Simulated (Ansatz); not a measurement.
`[BH2][GaH][F]` + `BOBF` → `F[BH][GaH][F]` + `BOB`  (redistribution)

Calculated with Ansatz (gas phase, PBE0-D4/def2-TZVP geometries, no zero-point term in ΔE). CCSD(T)/CBS adds triple-zeta CCSD(T) − MP2 to the extrapolated MP2 energy (def2 sets, frozen cores). This one scheme is used for every species. Functionals use def2-TZVPP. For Ga outer-core shells are correlated without core-valence functions, which leaves a few kJ/mol of doubt a bond. Scalar relativity is left out up to krypton. One conformer a species, not always the lowest.

```tsv
level	ΔE (kJ/mol)
PBE-D4	22.0
r2SCANh	29.8
```

**Question.** What does CCSD(T)/CBS give? (Best estimate.)

**Answer.** Ansatz gave: +27.7 kJ/mol. The listed levels differ from it by -5.7, 2.1 kJ/mol.

**Question.** What do rigid-rotor, harmonic-oscillator terms from PBE0-D4/def2-TZVP frequencies (298.15 K, 1 bar) make of the CCSD(T)/CBS value? (Estimate.)

**Answer.** Computed: ΔZPE = +0.6 kJ/mol, ΔH = +28.9 kJ/mol, ΔS = 1 J/(mol·K), ΔG = +28.6 kJ/mol.

Largest T1 diagnostic among the species: 0.015.

In def2-TZVPP, CCSD(T) changes the Hartree–Fock value by −4.9 kJ/mol (the triples alone add −1.5 kJ/mol) and MP2 by −5.3 kJ/mol. Leaving LDA and LC-ωPBE aside and taking each functional with its dispersion term where it has one, the values, not all of them listed here, spread over 12.1 kJ/mol, from BLYP-D4 to B97M-V. LDA lies +3.1 kJ/mol from PBE without D4.
